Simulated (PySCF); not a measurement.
Two-dimensional NMR puzzle

Compound of formula C8H8ClP. Correlations simulated from computed shifts and the bond graph:

HSQC (one-bond C–H):
```tsv
δH	δC
8.92	164.9
7.92	136.6
7.73	138.2
2.17	21.3
1.09	9.6
0.60	9.6
```

COSY cross peaks (H two or three bonds apart, from the bond graph; peaks can be absent where the dihedral angle is near 90°):
```tsv
δH	δH
8.92	7.92
7.92	7.73
2.17	1.09
2.17	0.60
1.09	0.60
```

HMBC (two and three bonds, from the bond graph):
```tsv
δH	δC
8.92	185.9, 138.2, 136.6
7.92	164.9, 152.9, 138.2
7.73	185.9, 164.9, 152.9, 136.6, 21.3
2.17	185.9, 152.9, 138.2, 9.6
1.09	152.9, 21.3, 9.6
0.60	152.9, 21.3, 9.6
```

Carbons without hydrogens: δ 185.9, 152.9.

[PySCF 2.14.0 with density-fitted response routines: σ from GIAO-PBE0/pcSseg-1; GFN2-xTB geometry; no solvent model; one conformer; relativity neglected; rapidly exchanging positions averaged]

References, each an isolated molecule treated in the same way: TMS for ¹H (σ = 31.72 ppm), ¹³C (σ = 186.93 ppm).

Exchangeable hydrogens are left out of these lists.

Question: Which molecule is this?

Answer: SMILES ClC1=PC=CC=C1C1CC1.

Numbering as in the mapped SMILES `[Cl:1][c:2]1[p:3][cH:4][cH:5][cH:6][c:7]1[CH:8]1[CH2:9][CH2:10]1`. Hydrogens are named by the atom that carries them. Ha(C9), Ha(C10) are cis to C7 on the ring; Hb(C9), Hb(C10) are trans to C7 on the ring.

δC 185.9 is C2, an aromatic carbon bearing chlorine. δC 164.9 is C4, an aromatic CH (δH 8.92). δC 152.9 is C7, a substituted aromatic carbon. δC 138.2 is C6, an aromatic CH (δH 7.73). δC 136.6 is C5, an aromatic CH (δH 7.92). δC 21.3 is C8, a three-membered-ring carbon (δH 2.17). δC 9.6 is C9/C10, a three-membered-ring carbon (δH 0.60, 1.09). HMBC from δH 8.92 reaches the proton-free carbon C2. HMBC from δH 7.92 reaches the proton-free carbon C7. HMBC from δH 7.73 reaches the proton-free carbons C2, C7. HMBC from δH 2.17 reaches the proton-free carbons C2, C7. COSY links 8.92–7.92, 7.92–7.73, 2.17–1.09, 2.17–0.60, 1.09–0.60.

The data come from this structure; uniqueness wasn't tested.

Carbons that carry Cl, above all several Cl atoms, come out too deshielded, partly because spin–orbit coupling is missing. Shifts are as computed. Against solution values, carbons near 30 ppm lie about +3 ppm off and those near 130 ppm about +5 ppm; carbons on Cl a further +6 ppm. Of 1211 compounds with measured shifts, 218 miss one by over three times the rms of a fit or turn the order of signals round; such compounds aren't used in these exercises.
